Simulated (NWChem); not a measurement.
# Correlation energy of HfO2

```xyz
3

Hf     0.0000     0.0000    -0.1978
O     -1.4322     0.0000     0.8900
O      1.4322     0.0000     0.8900
```
Charge 0, spin multiplicity 1.

All runs are NWChem calculations. The geometry was optimised at PBE/def2-SVP with def2 effective core potentials on Hf, a minimum by its harmonic frequencies.

Basis set: def2-SVP. Each correlation energy counts from its own Hartree-Fock reference.

Effective core potentials replace the inner electrons of Hf; spin-orbit coupling is left out. The correlated methods keep 2 core orbitals frozen. The structure started from a generated list of species. No row is a measurement; the coupled-cluster row has its own basis-set and correlation limits.

Q: For the correlation energy, MP2 gives -639.6 mHa and SCS-MP2 gives -599.7 mHa. What do CR-CCSD[T], CR-CCSD(T), CCSD give?

A: CR-CCSD[T]: -633.2 mHa; CR-CCSD(T): -626.0 mHa; CCSD: -603.3 mHa.
